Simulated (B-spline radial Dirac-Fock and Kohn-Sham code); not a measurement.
## Core-level shifts of tin with charge state

The computed values come from a radial B-spline solver: multi-electron Dirac-Fock with separately optimised hole states, Breit and Lamb-shift corrections added in first order. Each ion is free and in its tabulated ground configuration. Correlation energy is missing from these numbers.

Reference: Sn³¹⁺, [Ar] 3d1, with 1s 30780.3 eV, 2s 6008.3 eV, 2p1/2 5706.0 eV, 3s 2171.5 eV. Shifts from it, in eV (a dash: the subshell is empty, belongs to an open shell averaged over j, or its hole state is left out as unreliable):

```tsv
ion	configuration	1s	2s	2p1/2	3s
Sn³²⁺	[Ne] 3s2 3p6	+110.0	+105.7	+107.0	+77.8
Sn³³⁺	[Ne] 3s2 3p5	+224.8	+204.6	+207.9	+147.6
Sn³⁴⁺	[Ne] 3s2 3p4	+341.6	+304.9	+310.3	+218.2
Sn³⁵⁺	[Ne] 3s2 3p3	+460.2	+406.4	–	+289.5
Sn³⁶⁺	[Ne] 3s2 3p2	+580.7	+509.4	+518.8	+361.6
Sn³⁷⁺	[Ne] 3s2 3p1	+703.1	+613.6	+625.4	+434.5
Sn³⁸⁺	[Ne] 3s2	+827.4	+719.2	+733.4	+508.1
Sn³⁹⁺	[Ne] 3s1	?	?	?	?
```

Task: Give the missing shifts for Sn³⁹⁺.

Result: 1s –, 2s –, 2p1/2 +838.5, 3s +590.1 (eV).
